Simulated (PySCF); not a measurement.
Species: C7H7S (charge +1).
SMILES with atom numbers: `[CH2:1]=[CH:2][c:3]1[cH:4][cH:5][s+:6][cH:7][cH:8]1` (hydrogens: H9, H10 on C1; H11 on C2; H12 on C4; H13 on C5; H14 on C7; H15 on C8)

Method used: PySCF, PBE0/def2-SV(P) geometry optimisation, gas phase.

Entries marked ? are missing. Bonds in one row agree within 0.01 Å.

```
    coordinate    value
         C1=C2  1.347 Å
         C2–C3        ?
  C3–C4, C3–C8        ?
  C4–C5, C7–C8        ?
  C5–S6, S6–C7        ?
         C1–H9  1.095 Å
        C1–H10  1.096 Å
        C2–H11  1.096 Å
C4–H12, C8–H15  1.094 Å
C5–H13, C7–H14  1.096 Å
      C1–C2–C3        ?
      C2–C3–C4        ?
      C2–C3–C8        ?
      C4–C3–C8   119.5°
      C3–C4–C5   124.0°
      C4–C5–S6   125.0°
      C5–S6–C7        ?
```

Question: Fill in the missing values.

Answer: 
- C2–C3 = 1.454 Å, drawn single (alkene CH carbon to substituted aromatic carbon); 0.01 Å below the sum of covalent radii, 1.46 Å.
- C3–C4, C3–C8 = 1.417 Å, aromatic (substituted aromatic carbon to aromatic CH carbon); 0.04 Å below the sum of covalent radii, 1.46 Å.
- C4–C5, C7–C8 = 1.373 Å, aromatic (aromatic CH carbon to aromatic CH next to a ring sulfur); 0.09 Å below the sum of covalent radii, 1.46 Å.
- C5–S6, S6–C7 = 1.692 Å, aromatic (aromatic CH next to a ring sulfur to ring sulfur); 0.09 Å below the sum of covalent radii, 1.78 Å.
- C1–C2–C3 = 126.1°, at the alkene CH carbon; the outer atoms are 2.497 Å apart.
- C2–C3–C4 = 122.5°, at the substituted aromatic carbon; the outer atoms are 2.517 Å apart.
- C2–C3–C8 = 117.9°, at the substituted aromatic carbon; the outer atoms are 2.460 Å apart.
- C5–S6–C7 = 102.4°, at the ring sulfur, inside a 6-membered ring; the outer atoms are 2.638 Å apart.

Radii are Cordero's, carbon taken as 0.76, 0.73 or 0.69 Å for four, three, and two or fewer neighbours.

Stationary, but not proved a minimum. One conformer (not necessarily the lowest) at the PBE0/def2-SV(P) geometry, without solvent, vibrations or thermal averaging. Torsions: C1–C2–C3–C4 0°.
